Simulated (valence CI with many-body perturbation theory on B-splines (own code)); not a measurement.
# E1 transitions of N

Computed by relativistic CI+MBPT: five valence electrons over a frozen Dirac-Fock core [He], a basis of 9 s, 9 p, 8 d, 6 f, 3 g, 1 h functions for each j, with the one-electron correlation potential Σ1, the two-electron term Σ2, the three-electron term Σ3, Breit, model QED; selected CI, second order for the rest, scaled by the run's own slope (own B-spline code, finite nucleus).

Against 40 measured levels this calculation errs by 83 cm⁻¹ on average and by 191 at most. These come from a selection out of the NIST Handbook of Basic Atomic Spectroscopic Data. Levels without a partner in it may be off by more. Among the levels kept, up to 2300 cm⁻¹ of a level comes from second order outside the variational space, and about a tenth of that is noise between levels of different J, which matters for small intervals.

Lines 151 to 200 of 272 in falling wavelength, among levels below 13.563 eV, chosen from the strongest by gf and those to the six lowest levels. Wavelengths and rates use the calculated energies, so an error of 80 cm⁻¹ moves a line at 8630 Å by 0.69 % and its rate by three times that or more. Electric multipoles are in the length gauge, E1 and E2 with the static RPA response of the core. Weak lines are less certain than strong ones. Lines between different terms over intervals too small for the method are left out, as are lines whose strength nearly cancels. The highest levels of a list are the least certain.

| λ vac (Å) | λ from measured levels | Upper | Lower | A (s⁻¹) | log gf | Branch % |
| --- | --- | --- | --- | --- | --- | --- |
| 8630 | 8658 | 2s²2p²3p ²P°_1/2 | 2s²2p²3s ²P_3/2 | 1.06e+07 | -0.62 | 33.9 |
| 8596 | 8632 | 2s²2p²3p ²P°_3/2 | 2s²2p²3s ²P_3/2 | 2.66e+07 | 0.07 | 84.6 |
| 8564 | 8596 | 2s²2p²3p ²P°_1/2 | 2s²2p²3s ²P_1/2 | 2.07e+07 | -0.34 | 66.1 |
| 8531 | 8570 | 2s²2p²3p ²P°_3/2 | 2s²2p²3s ²P_1/2 | 4.84e+06 | -0.67 | 15.4 |
| 8241 | 8245 | 2s²2p²3p ⁴P°_3/2 | 2s²2p²3s ⁴P_5/2 | 1.26e+07 | -0.29 | 41.5 |
| 8229 | 8225 | 2s²2p²3p ⁴P°_1/2 | 2s²2p²3s ⁴P_3/2 | 2.50e+07 | -0.29 | 83.0 |
| 8217 | 8219 | 2s²2p²3p ⁴P°_5/2 | 2s²2p²3s ⁴P_5/2 | 2.18e+07 | 0.12 | 71.9 |
| 8210 | 8213 | 2s²2p²3p ⁴P°_3/2 | 2s²2p²3s ⁴P_3/2 | 5.03e+06 | -0.69 | 16.6 |
| 8199 | 8203 | 2s²2p²3p ⁴P°_1/2 | 2s²2p²3s ⁴P_1/2 | 4.46e+06 | -1.05 | 14.8 |
| 8186 | 8187 | 2s²2p²3p ⁴P°_5/2 | 2s²2p²3s ⁴P_3/2 | 7.79e+06 | -0.33 | 25.7 |
| 8180 | 8190 | 2s²2p²3p ⁴P°_3/2 | 2s²2p²3s ⁴P_1/2 | 1.20e+07 | -0.32 | 39.6 |
| 7465 | 7470 | 2s²2p²3p ⁴S°_3/2 | 2s²2p²3s ⁴P_5/2 | 1.87e+07 | -0.20 | 46.8 |
| 7439 | 7444 | 2s²2p²3p ⁴S°_3/2 | 2s²2p²3s ⁴P_3/2 | 1.14e+07 | -0.42 | 28.6 |
| 7414 | 7426 | 2s²2p²3p ⁴S°_3/2 | 2s²2p²3s ⁴P_1/2 | 5.40e+06 | -0.75 | 13.5 |
| 7381 | 7405 | 2s²2p²3p ²D°_3/2 | 2s²2p²3s ⁴P_1/2 | 3.27e+03 | -3.97 | 0.0 |
| 6856 | 6886 | 2s²2p²3p ²P°_3/2 | 2s²2p²3s ⁴P_1/2 | 2.24e+02 | -5.20 | 0.0 |
| 4261 |  | 2s²2p²4p ⁴D°_1/2 | 2s²2p²3s ⁴P_1/2 | 1.48e+05 | -3.10 | 3.4 |
| 4255 |  | 2s²2p²4p ⁴D°_3/2 | 2s²2p²3s ⁴P_1/2 | 1.18e+05 | -2.89 | 2.7 |
| 4223 |  | 2s²2p²4p ⁴P°_1/2 | 2s²2p²3s ⁴P_1/2 | 1.05e+05 | -3.25 | 1.9 |
| 4219 |  | 2s²2p²4p ⁴P°_3/2 | 2s²2p²3s ⁴P_1/2 | 3.38e+05 | -2.44 | 6.1 |
| 4183 |  | 2s²2p²4p ²D°_3/2 | 2s²2p²3s ⁴P_1/2 | 1.19e+03 | -4.90 | 0.0 |
| 4138 |  | 2s²2p²4p ⁴S°_3/2 | 2s²2p²3s ⁴P_1/2 | 3.62e+05 | -2.43 | 4.2 |
| 4102 |  | 2s²2p²4p ²P°_3/2 | 2s²2p²3s ⁴P_1/2 | 2.09e+03 | -4.68 | 0.0 |
| 1845 | 1836 | 2s²2p²3s ⁴P_3/2 | 2s²2p³ ²P°_3/2 | 4.90e+03 | -5.00 | 0.0 |
| 1754 | 1745 | 2s²2p²3s ²P_1/2 | 2s²2p³ ²P°_1/2 | 8.79e+07 | -1.09 | 18.3 |
| 1754 | 1745 | 2s²2p²3s ²P_1/2 | 2s²2p³ ²P°_3/2 | 4.28e+07 | -1.40 | 8.9 |
| 1751 | 1743 | 2s²2p²3s ²P_3/2 | 2s²2p³ ²P°_1/2 | 2.24e+07 | -1.39 | 4.7 |
| 1751 | 1743 | 2s²2p²3s ²P_3/2 | 2s²2p³ ²P°_3/2 | 1.11e+08 | -0.69 | 23.2 |
| 1567 | 1561 | 2s²2p²3s ⁴P_1/2 | 2s²2p³ ²D°_3/2 | 1.67e+04 | -4.91 | 0.0 |
| 1566 | 1560 | 2s²2p²3s ⁴P_3/2 | 2s²2p³ ²D°_3/2 | 5.47e+03 | -5.09 | 0.0 |
| 1566 | 1560 | 2s²2p²3s ⁴P_3/2 | 2s²2p³ ²D°_5/2 | 2.39e+04 | -4.45 | 0.0 |
| 1500 | 1495 | 2s²2p²3s ²P_1/2 | 2s²2p³ ²D°_3/2 | 3.50e+08 | -0.63 | 72.8 |
| 1498 | 1493 | 2s²2p²3s ²P_3/2 | 2s²2p³ ²D°_3/2 | 3.30e+07 | -1.35 | 6.9 |
| 1498 | 1493 | 2s²2p²3s ²P_3/2 | 2s²2p³ ²D°_5/2 | 3.14e+08 | -0.37 | 65.3 |
| 1451 | 1451 | 2s2p⁴ ⁴P_3/2 | 2s²2p³ ²D°_5/2 | 9.11e+03 | -4.94 | 0.0 |
| 1415 | 1412 | 2s²2p²3s ²D_5/2 | 2s²2p³ ²P°_3/2 | 5.19e+07 | -1.03 | 13.4 |
| 1415 | 1412 | 2s²2p²3s ²D_3/2 | 2s²2p³ ²P°_1/2 | 4.36e+07 | -1.28 | 11.4 |
| 1415 | 1412 | 2s²2p²3s ²D_3/2 | 2s²2p³ ²P°_3/2 | 9.83e+06 | -1.93 | 2.6 |
| 1343 | 1337 | 2s²2p²4s ⁴P_1/2 | 2s²2p³ ²P°_1/2 | 2.37e+04 | -4.89 | 0.0 |
| 1343 | 1337 | 2s²2p²4s ⁴P_1/2 | 2s²2p³ ²P°_3/2 | 1.62e+04 | -5.06 | 0.0 |
| 1341 | 1336 | 2s²2p²4s ⁴P_3/2 | 2s²2p³ ²P°_1/2 | 8.90e+03 | -5.02 | 0.0 |
| 1341 | 1336 | 2s²2p²4s ⁴P_3/2 | 2s²2p³ ²P°_3/2 | 5.33e+04 | -4.24 | 0.1 |
| 1333 | 1328 | 2s²2p²4s ²P_1/2 | 2s²2p³ ²P°_1/2 | 1.04e+07 | -2.25 | 7.7 |
| 1333 | 1328 | 2s²2p²4s ²P_1/2 | 2s²2p³ ²P°_3/2 | 5.08e+06 | -2.57 | 3.8 |
| 1331 | 1327 | 2s²2p²4s ²P_3/2 | 2s²2p³ ²P°_1/2 | 1.81e+06 | -2.72 | 1.4 |
| 1331 | 1327 | 2s²2p²4s ²P_3/2 | 2s²2p³ ²P°_3/2 | 1.08e+07 | -1.94 | 8.2 |
| 1324 | 1320 | 2s²2p²3d ²P_3/2 | 2s²2p³ ²P°_1/2 | 1.74e+07 | -1.74 | 15.8 |
| 1324 | 1320 | 2s²2p²3d ²P_3/2 | 2s²2p³ ²P°_3/2 | 5.57e+07 | -1.23 | 50.4 |
| 1324 | 1319 | 2s²2p²3d ²P_1/2 | 2s²2p³ ²P°_1/2 | 4.73e+07 | -1.60 | 44.7 |
| 1324 | 1319 | 2s²2p²3d ²P_1/2 | 2s²2p³ ²P°_3/2 | 2.35e+07 | -1.91 | 22.2 |

(1) How does gf follow from A for the line at 8186 Å?

Results:

(1) gf = 1.4992 × (2J+1)_upper × A / σ², with σ = 12217 cm⁻¹ and 2J+1 = 6: gf = 0.469.
